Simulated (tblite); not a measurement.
Species: C₅H₂F₂O₃.
Bonds: O1–C2 (double), C2–C3, C3–C4 (double), C4–F5, C4–O6, O6–C7, C7–C8 (double), C8–F9, C8–O10, C3–O10. Hydrogens: H11 on C2; H12 on C7.

Computed with GFN2-xTB (tblite), gas phase: Langevin dynamics at 300 K from the optimised GFN2-xTB geometry, time step 0.5 fs, friction 0.01 fs⁻¹, 2000 steps.

Start geometry:
```
atom  x, y, z in Å
O1      2.708    1.445    0.053
C2      2.197    0.359    0.027
C3      0.754    0.108    0.008
C4      0.208   -1.120   -0.022
F5      0.955   -2.211   -0.035
O6     -1.099   -1.422   -0.041
C7     -1.919   -0.280   -0.028
C8     -1.394    0.937    0.002
F9     -2.150    2.022    0.015
O10    -0.076    1.244    0.022
H11     2.783   -0.577    0.015
H12    -2.966   -0.507   -0.044
```

The statistics below take the 31 frames saved every 25 fs from 250 to 1000 fs; their kinetic temperature (all 3N coordinates) averages 277 K.

Q: How do the bond lengths spread?

A: 
```
  bond  start (Å)  mean (Å)  standard deviation (Å)  shortest (Å)  longest (Å)
 O1=C2      1.200     1.200                   0.016         1.172        1.225
 C2–C3      1.465     1.474                   0.031         1.433        1.581
 C3=C4      1.345     1.343                   0.020         1.308        1.380
 C4–F5      1.322     1.336                   0.023         1.292        1.403
 C4–O6      1.341     1.340                   0.028         1.280        1.417
 O6–C7      1.406     1.409                   0.019         1.378        1.457
 C7=C8      1.325     1.332                   0.016         1.304        1.365
 C8–F9      1.323     1.328                   0.020         1.295        1.384
C8–O10      1.354     1.357                   0.019         1.321        1.395
C3–O10      1.407     1.404                   0.034         1.341        1.471
C2–H11      1.105     1.097                   0.030         1.046        1.156
C7–H12      1.072     1.076                   0.030         1.031        1.148
```

Q: Give the same statistics for bond angles, one of each kind among heavy atoms.

A: 
```tsv
angle	start (°)	mean (°)	standard deviation (°)	smallest (°)	largest (°)
O1–C2–C3	125.0	124.9	3.7	117.7	131.9
C2–C3–C4	123.9	124.1	3.6	115.7	130.8
C2–C3–O10	116.3	116.3	4.8	108.0	127.6
C4–C3–O10	119.9	118.8	3.3	112.1	125.7
C3–C4–F5	121.6	121.5	3.2	115.6	129.5
C3–C4–O6	127.0	126.1	3.3	119.2	134.4
F5–C4–O6	111.4	111.6	3.2	104.2	119.0
C4–O6–C7	112.7	112.3	2.6	107.7	118.7
O6–C7–C8	121.0	119.7	3.0	113.5	125.8
C7–C8–F9	121.8	122.0	4.7	115.0	135.4
C7–C8–O10	126.5	125.3	2.9	118.8	131.3
F9–C8–O10	111.7	112.2	4.6	105.7	121.5
C3–O10–C8	113.0	112.6	3.1	106.3	120.1
```

Q: How far does each atom move about its mean position (frames aligned on the start, all atoms weighted alike), and what rms force does it feel?

A: 
```csv
atom,rms displacement (Å),rms force (eV/Å)
O1,0.22,1.33
C2,0.08,1.79
C3,0.14,1.78
C4,0.13,1.80
F5,0.20,1.04
O6,0.20,1.11
C7,0.11,1.52
C8,0.08,1.53
F9,0.22,0.97
O10,0.26,1.28
H11,0.29,1.11
H12,0.26,1.08
```

The displacements run from 0.08 to 0.29 Å, the largest at H11.

Q: Follow the torsion O1–C2–C3–C4 through every second one of these frames.

A: 
```json
{"t (fs)": "250", "O1–C2–C3–C4 (°)": "-175"}
{"t (fs)": "300", "O1–C2–C3–C4 (°)": "172"}
{"t (fs)": "350", "O1–C2–C3–C4 (°)": "161"}
{"t (fs)": "400", "O1–C2–C3–C4 (°)": "176"}
{"t (fs)": "450", "O1–C2–C3–C4 (°)": "-158"}
{"t (fs)": "500", "O1–C2–C3–C4 (°)": "-154"}
{"t (fs)": "550", "O1–C2–C3–C4 (°)": "-178"}
{"t (fs)": "600", "O1–C2–C3–C4 (°)": "-168"}
{"t (fs)": "650", "O1–C2–C3–C4 (°)": "-165"}
{"t (fs)": "700", "O1–C2–C3–C4 (°)": "167"}
{"t (fs)": "750", "O1–C2–C3–C4 (°)": "168"}
{"t (fs)": "800", "O1–C2–C3–C4 (°)": "-179"}
{"t (fs)": "850", "O1–C2–C3–C4 (°)": "176"}
{"t (fs)": "900", "O1–C2–C3–C4 (°)": "-168"}
{"t (fs)": "950", "O1–C2–C3–C4 (°)": "-164"}
{"t (fs)": "1000", "O1–C2–C3–C4 (°)": "-161"}
```

Largest departure from the start value over all these frames: O1–C2–C3–C4 26° (start 180°).

The run is classical and short, so these are rough statistics of one trajectory.

What follows is the cost of the whole dynamics run. The run took 26 s wall on Intel Xeon Platinum 8259CL at 2.50 GHz, one thread (shared host), and the process peaked at 0.18 GiB of memory.
